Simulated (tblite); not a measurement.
Species: C6H6F3 (doublet state).
Atom-mapped SMILES: `[CH2:1][C:2]#[C:3][C@H:4]([F:5])[CH2:6][CH:7]([F:8])[F:9]` (hydrogens: H10, H11 on C1; H12 on C4; H13, H14 on C6; H15 on C7)
Bond orders are those of one Lewis drawing.

Computed with GFN2-xTB (tblite), gas phase: L-BFGS steps from a force-field or distance-geometry start until the largest atomic force falls under 0.01 eV/Å.

The end geometry, which sets the zero of energy:
```
atom  x, y, z in Å
C1      3.6914   -0.1964   -0.2024
C2      2.3722    0.0576   -0.3133
C3      1.1725    0.2653   -0.4305
C4     -0.2360    0.5710   -0.5132
F5     -0.4738    1.8658   -0.0667
C6     -1.0756   -0.3926    0.3364
C7     -2.5593   -0.0978    0.1774
F8     -2.9752   -0.4046   -1.0772
F9     -3.2870   -0.8726    1.0160
H10     4.0880   -1.1646   -0.4460
H11     4.3634    0.5705    0.1356
H12    -0.5772    0.5508   -1.5608
H13    -0.8115   -0.2787    1.3889
H14    -0.8776   -1.4191    0.0246
H15    -2.8188    0.9534    0.3726
```

Question: These geometries come from the run, each turned onto the end geometry. Order them by energy, lowest first.
A.
```
atom  x, y, z in Å
C1      3.6990   -0.1860   -0.2018
C2      2.3739    0.0600   -0.3182
C3      1.1738    0.2665   -0.4180
C4     -0.2435    0.5422   -0.5289
F5     -0.5099    1.8420   -0.1083
C6     -1.0805   -0.3976    0.3476
C7     -2.5553   -0.0751    0.1879
F8     -2.9421   -0.2990   -1.0939
F9     -3.2848   -0.9100    0.9632
H10     4.1108   -1.1526   -0.4385
H11     4.3783    0.5812    0.1294
H12    -0.5892    0.4832   -1.5801
H13    -0.8138   -0.2781    1.3976
H14    -0.9069   -1.4328    0.0542
H15    -2.8142    0.9641    0.4496
```
B.
```
atom  x, y, z in Å
C1      3.6976   -0.1857   -0.2018
C2      2.4188    0.0516   -0.3164
C3      1.1124    0.2834   -0.4161
C4     -0.2568    0.5421   -0.5339
F5     -0.5052    1.8316   -0.1048
C6     -1.0853   -0.3950    0.3456
C7     -2.5566   -0.0696    0.1857
F8     -2.9350   -0.3002   -1.0941
F9     -3.2754   -0.9120    0.9631
H10     4.1184   -1.1648   -0.4407
H11     4.3885    0.5896    0.1335
H12    -0.5912    0.4802   -1.5852
H13    -0.8160   -0.2814    1.3977
H14    -0.9058   -1.4313    0.0570
H15    -2.8129    0.9694    0.4518
```
C.
```
atom  x, y, z in Å
C1      3.7327   -0.1930   -0.1991
C2      2.3329    0.0673   -0.3240
C3      1.1703    0.2760   -0.4085
C4     -0.2776    0.5511   -0.5419
F5     -0.5013    1.8189   -0.1053
C6     -1.0944   -0.3893    0.3369
C7     -2.5533   -0.0645    0.1810
F8     -2.9307   -0.3007   -1.0910
F9     -3.2730   -0.9149    0.9646
H10     4.1199   -1.1668   -0.4410
H11     4.3907    0.5912    0.1343
H12    -0.5900    0.4790   -1.5801
H13    -0.8149   -0.2828    1.4047
H14    -0.9040   -1.4342    0.0580
H15    -2.8118    0.9707    0.4526
```
D.
```
atom  x, y, z in Å
C1      3.6955   -0.1844   -0.2013
C2      2.3747    0.0614   -0.3097
C3      1.1718    0.2514   -0.4234
C4     -0.2368    0.5479   -0.5233
F5     -0.4830    1.8525   -0.1139
C6     -1.0781   -0.3970    0.3458
C7     -2.5590   -0.0857    0.1884
F8     -2.9609   -0.3140   -1.0868
F9     -3.3047   -0.9037    0.9679
H10     4.0946   -1.1522   -0.4428
H11     4.3674    0.5861    0.1285
H12    -0.5709    0.4965   -1.5720
H13    -0.8078   -0.2752    1.3956
H14    -0.8913   -1.4287    0.0448
H15    -2.8158    0.9531    0.4436
```
E.
```
atom  x, y, z in Å
C1      3.7055   -0.1872   -0.2012
C2      2.3759    0.0595   -0.3196
C3      1.1596    0.2733   -0.4138
C4     -0.2601    0.5423   -0.5335
F5     -0.5075    1.8360   -0.1048
C6     -1.0849   -0.3963    0.3470
C7     -2.5565   -0.0709    0.1867
F8     -2.9364   -0.2999   -1.0945
F9     -3.2771   -0.9115    0.9631
H10     4.1172   -1.1620   -0.4402
H11     4.3866    0.5874    0.1325
H12    -0.5918    0.4808   -1.5852
H13    -0.8158   -0.2808    1.3969
H14    -0.9061   -1.4312    0.0565
H15    -2.8131    0.9685    0.4515
```

Answer: D (0.002 eV), A (0.012 eV), E (0.040 eV), C (0.261 eV), B (0.508 eV).

In the order of the answer:

```
step  E above end (eV)  largest force (eV/Å)  rms force component (eV/Å)  rms distance from end (Å)  rms bond change (Å)  bond most changed (Å)
  16             0.002                  0.03                       0.010                      0.041                0.000           C4–F5 -0.001
   4             0.012                  0.34                       0.089                      0.050                0.003          C4–H12 +0.006
   2             0.040                  1.38                       0.277                      0.052                0.007           C2≡C3 +0.015
   0             0.261                  6.13                       1.216                      0.056                0.029           C1–C2 +0.081
   1             0.508                  8.50                       1.778                      0.056                0.034           C2≡C3 +0.107
```

The cost below is that of the whole relaxation. On one thread, Arm Neoverse V1 (aarch64), on a shared host, this took 0.25 s.
